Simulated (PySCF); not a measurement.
SCF from a fresh guess for singlet W₂Cl⁺, at the PBE0 minimum. PySCF input:

```python
from pyscf import gto, scf, dft
mol = gto.M(atom='''
Cl    -0.000000    -0.000000    -1.676309
W      1.232117    -0.000000     0.159353
W     -1.232117     0.000000     0.159353''',
    basis={'Cl': 'def2-TZVP', 'W': 'def2-TZVP'},
    ecp={'W': 'def2-TZVP'},
    charge=1, spin=0)
mf = dft.RKS(mol, xc='PBE0')
mf.grids.atom_grid = (50, 194)
aux = {'Cl': 'def2-universal-JKFIT', 'W': 'def2-universal-JKFIT'}
mf = mf.density_fit(auxbasis=aux)
mf.conv_tol = 1e-08
mf.diis_space = 10
mf.max_cycle = 60
mf.init_guess = 'minao'
mf.verbose = 4
mf.kernel()
```

Excerpt of the output (cycles and frontier levels); where DIIS stalls, ADIIS, DIIS with a small level shift and a second-order solver take over in turn:

```
init E= -555.781766795726
  HOMO = -0.415930827180397  LUMO = -0.413745468082539  gap/eV = 0.05947
cycle= 1 E= -593.601686289405  delta_E= -37.8  |g|= 0.846  |ddm|= 11.3
  HOMO = -0.310677040508587  LUMO = -0.280204711141052  gap/eV = 0.82919
cycle= 2 E= -593.502622669708  delta_E= 0.0991  |g|= 1.08  |ddm|= 1.56
  HOMO = -0.351844078386122  LUMO = -0.300021412150737  gap/eV = 1.41017
cycle= 3 E= -593.739756650627  delta_E= -0.237  |g|= 0.0943  |ddm|= 0.877
  HOMO = -0.34995983932458  LUMO = -0.296178640746913  gap/eV = 1.46346
cycle= 4 E= -593.740338471947  delta_E= -0.000582  |g|= 0.0847  |ddm|= 0.157
  HOMO = -0.3477339378615  LUMO = -0.294894446267829  gap/eV = 1.43784
cycle= 5 E= -593.742195618617  delta_E= -0.00186  |g|= 0.0215  |ddm|= 0.0841
  HOMO = -0.350837393960207  LUMO = -0.297600983348385  gap/eV = 1.44864
cycle= 6 E= -593.742394166127  delta_E= -0.000199  |g|= 0.00538  |ddm|= 0.0326
  HOMO = -0.35070332402731  LUMO = -0.297502028763274  gap/eV = 1.44768
cycle= 7 E= -593.742485207502  delta_E= -9.1e-05  |g|= 0.00436  |ddm|= 0.0307
  HOMO = -0.351240274324062  LUMO = -0.297840812745255  gap/eV = 1.45307
cycle= 8 E= -593.742537262463  delta_E= -5.21e-05  |g|= 0.0015  |ddm|= 0.0314
  HOMO = -0.351399806527318  LUMO = -0.297998024792136  gap/eV = 1.45314
cycle= 9 E= -593.742544837249  delta_E= -7.57e-06  |g|= 0.00226  |ddm|= 0.0179
  HOMO = -0.35138791445744  LUMO = -0.297988995228872  gap/eV = 1.45306
cycle= 10 E= -593.742544439347  delta_E= 3.98e-07  |g|= 0.0027  |ddm|= 0.00231
  HOMO = -0.351270107220495  LUMO = -0.297897437778208  gap/eV = 1.45234
cycle= 11 E= -593.742545960065  delta_E= -1.52e-06  |g|= 6.64e-05  |ddm|= 0.00219
  HOMO = -0.351264645317632  LUMO = -0.297887242139728  gap/eV = 1.45247
cycle= 12 E= -593.742545967645  delta_E= -7.58e-09  |g|= 1.23e-05  |ddm|= 0.000436
  HOMO = -0.351266121103377  LUMO = -0.297888646963714  gap/eV = 1.45248
Extra cycle  E= -593.742545967996  delta_E= -3.51e-10  |g|= 1.11e-05  |ddm|= 6.41e-05
converged SCF energy = -593.742545967996
```

This is not the lowest solution: a stability analysis within the same restricted form found one 27.6 kJ/mol lower, at -593.75305 Eh.

At the minimum of this search the closed-shell solution is unstable towards spin polarisation, so a lower open-shell solution exists. No spin–orbit coupling is included, which matters more the heavier the element.

The search for the lowest solution, with the stability check, took 23 s on 2 threads of a shared AMD EPYC 7R43 64-Core (Zen 3) host, with 117 basis functions; the process peaked at 0.37 GiB.
